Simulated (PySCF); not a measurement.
Molecule: `C#CC[Si+](C)C`, [C5H9Si]+.

Molfile (atoms numbered from 1):
```
C5H9Si
     RDKit          3D

 15 14  0  0  0  0  0  0  0  0999 V2000
    3.0320    0.9783   -0.1695 C   0  0  0  0  0  0  0  0  0  0  0  0
    2.1922    0.1083   -0.1503 C   0  0  0  0  0  0  0  0  0  0  0  0
    1.1563   -0.9038   -0.1294 C   0  0  0  0  0  0  0  0  0  0  0  0
   -0.5578   -0.2147   -0.2670 Si  0  0  0  0  0  3  0  0  0  0  0  0
   -0.7730    1.5853   -0.4602 C   0  0  0  0  0  0  0  0  0  0  0  0
   -1.9901   -1.3472   -0.1679 C   0  0  0  0  0  0  0  0  0  0  0  0
    3.7971    1.7366   -0.1818 H   0  0  0  0  0  0  0  0  0  0  0  0
    1.1865   -1.5178    0.7952 H   0  0  0  0  0  0  0  0  0  0  0  0
    1.2751   -1.6452   -0.9479 H   0  0  0  0  0  0  0  0  0  0  0  0
   -1.7666    1.8653   -0.8378 H   0  0  0  0  0  0  0  0  0  0  0  0
    0.0270    1.9980   -1.0969 H   0  0  0  0  0  0  0  0  0  0  0  0
   -0.6364    2.0474    0.5377 H   0  0  0  0  0  0  0  0  0  0  0  0
   -2.6540   -1.0273    0.6560 H   0  0  0  0  0  0  0  0  0  0  0  0
   -2.5905   -1.2596   -1.0921 H   0  0  0  0  0  0  0  0  0  0  0  0
   -1.7034   -2.3975   -0.0185 H   0  0  0  0  0  0  0  0  0  0  0  0
  1  2  3  0
  2  3  1  0
  3  4  1  0
  4  5  1  0
  4  6  1  0
  1  7  1  0
  3  8  1  0
  3  9  1  0
  5 10  1  0
  5 11  1  0
  5 12  1  0
  6 13  1  0
  6 14  1  0
  6 15  1  0
M  CHG  1   4   1
M  END
```

Geometry PBE0-D3(BJ)/def2-SVP throughout; GIAO in PySCF, gas phase, one conformer, non-relativistic; equivalent atoms averaged; functional PBE0.

(1) How do the shifts δ (against TMS at the same level) depend on the basis set? (ppm; last column core-seconds on shared hosts with different chips, so compare them loosely)

(2) Which nucleus moves most, in ppm?

(3) Taking the largest basis, def2-TZVP (246 functions), as the yardstick, rank the others by their worst heavy-atom deviation.

Answers

(1) 
```
    basis set  functions    C1    C2    C3  C5/C6    Si4    H7  H8/H9  H10/H11/H12/H13/H14/H15  core-s
       STO-3G         43  76.0  55.0  22.8   14.7  399.1  3.72   3.06                     2.74       3
        6-31G         76  80.8  63.5  28.2   15.6  422.7  3.23   3.46                     2.54     5.6
       6-31G*        106  77.9  58.4  24.0   11.5  384.5  2.82   3.17                     2.14     8.1
     def2-SVP        133  81.8  62.5  21.9   10.6  376.1  2.73   3.16                     2.15      10
     pcSseg-1        154  89.6  67.0  24.5   12.6  411.0  3.04   3.33                     2.27      10
6-311+G(2d,p)        224  87.0  67.6  24.0   11.9  397.1  2.81   3.49                     2.13      23
    def2-TZVP        246  86.8  67.4  24.1   11.5  397.0  2.82   3.44                     2.10      28
```

(2) Si4 (silicon bonded to 3 C): from 376.1 ppm with def2-SVP to 422.7 ppm with 6-31G. The smallest spread is 0.44 ppm, at H8/H9. Proton shifts span only some 12 ppm, so a few tenths of a ppm matter as much there as several ppm in carbon.

(3) 6-311+G(2d,p) 0.3 ppm (224 functions), STO-3G 12.5 ppm (43 functions), 6-31G* 12.5 ppm (106 functions), pcSseg-1 14.0 ppm (154 functions), def2-SVP 20.8 ppm (133 functions), 6-31G 25.7 ppm (76 functions).

A small basis that lands close on one nucleus may do so by chance; judge by the trend and by all nuclei.
